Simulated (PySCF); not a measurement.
C2H6GeO2, SMILES C=C[O][GeH2][OH].

Geometry: r2SCAN-D4/def2-SVP. The structure was generated by enumeration, and PubChem lists no compound with its InChIKey, so it may never have been made. The values are those of a single conformer.

Two levels are set side by side: PBE/def2-TZVP (PySCF) and ωB97X/def2-TZVP (PySCF). Same geometry, gas phase. Differences are taken from unrounded values.

| quantity | ωB97X | PBE | PBE minus ωB97X |
|---|---|---|---|
| orbital gap (eV) | 11.29 | 4.77 | -6.52 |
| highest occupied level (eV) | -8.99 | -5.46 | 3.52 |
| lowest empty level (eV) | 2.31 | -0.69 | -3.00 |
| dipole moment (D) | 1.31 | 1.30 | -0.01 |
| mean polarisability (bohr³) | 60.8 | 64.2 | 3.4 |

PBE's occupied levels lie high since its potential decays too fast outside the molecule; exact exchange lowers them and widens the gap. Loosely held outer electrons make PBE densities more polarisable. Differences between two approximate levels are no errors against the true value.

Rough cost on one machine, each run with all the roots and properties that it gave: ωB97X against PBE within a factor of 2.
